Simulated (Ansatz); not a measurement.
Ideal-gas functions of `[NH2][Ge][Cl]` at 500 K and 1 bar, from an Ansatz frequency run at PBE0-D4/def2-TZVP.

Molar mass 124.09 g/mol, point group Cs (symmetry number 1), electronic degeneracy 1, moments of inertia 42.881, 135.856, 178.737 u Å². Harmonic wavenumbers (cm⁻¹, unscaled): 212, 378, 435, 504, 702, 735, 1547, 3573, 3694.

Use S(trans) = R[1.5 ln M + 2.5 ln T − 1.1517]; rotational temperatures θ = 24.2544 K / I; S(rot) = R[ln(√π/σ · √(T³/θAθBθC)) + 1.5]; for each mode x = 1.438777 ν̃/T, S = R[x/(eˣ − 1) − ln(1 − e⁻ˣ)] and H = RT x/(eˣ − 1); 1 cm⁻¹ = 0.0119627 kJ/mol; R = 8.31446 J/(mol·K).

**Question.** By hand: the entropy, in J/(mol·K).

**Answer.** Translation 179.7. Rotation: θ = 0.5656, 0.1785, 0.1357 K, giving 112.6. Vibration, mode by mode: 12.55, 8.01, 6.97, 5.92, 3.75, 3.48, 0.53, 0.00, 0.00, in all 41.2. Electronic 0.0. Sum 333.5 J/(mol·K).

**Question.** By hand: H − E and G − E in kJ/mol, counted from the electronic energy.

**Answer.** Zero-point energy ½ × 11780 × 0.0119627 = 70.5; thermal vibration 12.0; translation, rotation and pV give 4 RT = 16.6. H − E = 99.1 kJ/mol, and G − E = 99.1 − 500 × 333.5/1000 = -67.7 kJ/mol.

Vibration gives 12 % of the entropy. The sum counts one conformer and one mirror image; others add a mixing term.
